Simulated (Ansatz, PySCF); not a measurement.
C2H7ClS2Si, SMILES S([SiH](SC)Cl)C. Atoms are numbered in the order given.

```xyz
13

Si     0.0042     0.4468     0.1789
Cl     0.6165     0.4207     2.1529
S      1.1582    -0.8567    -1.0403
C      2.6880     0.1281    -1.1735
S     -2.0095    -0.2182     0.1574
C     -2.3756     0.0353    -1.6138
H      0.1793     1.8448    -0.3105
H      3.3648    -0.4295    -1.8342
H      3.1644     0.2431    -0.1904
H      2.4931     1.1158    -1.6147
H     -2.3530     1.1021    -1.8768
H     -1.6740    -0.5229    -2.2481
H     -3.3917    -0.3485    -1.7745
```

Geometry: PBE0-D3(BJ)/def2-SVP. The values are those of a single conformer.

Two levels are set side by side: PBE-D3(BJ)/def2-SVP (Ansatz, an electronic-structure program) and PBE0-D3(BJ)/def2-SVP (Ansatz). Each level has its own optimised geometry; the coordinates shown are those of the second. Frequencies come from the Hessian of PySCF at each geometry. Differences are taken from unrounded values.

| quantity | PBE0-D3(BJ) |
|---|---|
| mean bond length (Å) | 1.504 |
| bond Si1–Cl2 (Å) | 2.067 |
| bond Si1–S3 (Å) | 2.125 |
| bond Si1–S5 (Å) | 2.121 |
| bond S3–C4 (Å) | 1.824 |
| bond S5–C6 (Å) | 1.826 |
| bond Si1–H7 (Å) | 1.492 |
| bond C4–H8 (Å) | 1.098 |
| bond C4–H9 (Å) | 1.099 |
| bond C4–H10 (Å) | 1.099 |
| bond C6–H11 (Å) | 1.099 |
| bond C6–H12 (Å) | 1.098 |
| bond C6–H13 (Å) | 1.098 |
| highest harmonic wavenumber (cm⁻¹) | 3195 |
| mean harmonic wavenumber (cm⁻¹) | 1192 |
| zero-point energy (kcal/mol) | 56.25 |

What does PBE-D3(BJ) give, and how far is it from PBE0-D3(BJ)? (Estimate from the structure and the level; the computed values follow.)


| quantity | PBE-D3(BJ) | PBE-D3(BJ) minus PBE0-D3(BJ) |
|---|---|---|
| mean bond length (Å) | 1.516 | 0.012 |
| bond Si1–Cl2 (Å) | 2.083 | 0.016 |
| bond Si1–S3 (Å) | 2.142 | 0.017 |
| bond Si1–S5 (Å) | 2.137 | 0.016 |
| bond S3–C4 (Å) | 1.840 | 0.016 |
| bond S5–C6 (Å) | 1.842 | 0.016 |
| bond Si1–H7 (Å) | 1.504 | 0.013 |
| bond C4–H8 (Å) | 1.106 | 0.008 |
| bond C4–H9 (Å) | 1.107 | 0.008 |
| bond C4–H10 (Å) | 1.107 | 0.008 |
| bond C6–H11 (Å) | 1.107 | 0.008 |
| bond C6–H12 (Å) | 1.106 | 0.008 |
| bond C6–H13 (Å) | 1.106 | 0.008 |
| highest harmonic wavenumber (cm⁻¹) | 3103 | -92 |
| mean harmonic wavenumber (cm⁻¹) | 1152 | -41 |
| zero-point energy (kcal/mol) | 54.33 | -1.92 |

Exact exchange shortens and stiffens bonds; PBE has none. Differences between two approximate levels are no errors against the true value.
